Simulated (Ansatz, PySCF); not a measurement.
Spin states of H2W (SMILES [WH2]), each relaxed with B3LYP-D3(BJ)/def2-TZVP.
State 1 (charge 0, multiplicity 5):
```xyz
3

W      0.575     0.121     0.187
H     -0.076    -1.452    -0.056
H     -0.532     1.379    -0.201
```
State 2 (charge 0, multiplicity 1):
```json
[
 {"atom": "W", "x (Å)": "0.5613", "y (Å)": "0.1186", "z (Å)": "0.1818"},
 {"atom": "H", "x (Å)": "-0.0709", "y (Å)": "-1.4396", "z (Å)": "-0.0538"},
 {"atom": "H", "x (Å)": "-0.5235", "y (Å)": "1.3684", "z (Å)": "-0.1983"}
]
```

Singlets are restricted, other states unrestricted; no spin–orbit coupling, no relativity up to Kr; see below for the cores. The largest T1 diagnostic is 0.027.

The values were computed with Ansatz (a first-principles code) with Gaussian orbitals; PySCF for the dispersion terms. Each number belongs to the level named beside it. In def2 rows elements past Kr take small-core potentials, without spin–orbit coupling.

Question: One of these levels gives 198.0 kJ/mol for the energy of the multiplicity-1 state less that of the multiplicity-5 state. Which?
(A) PBE0-D3(BJ)/def2-TZVPP
(B) r2SCAN-D4/def2-TZVPP
(C) BHLYP-D3(BJ)/def2-TZVPP
(D) wB97X-V/def2-TZVPP

Answer: C, BHLYP-D3(BJ)/def2-TZVPP. The others give 265.1 (r2SCAN-D4/def2-TZVPP), 237.4 (PBE0-D3(BJ)/def2-TZVPP), 169.4 (wB97X-V/def2-TZVPP)
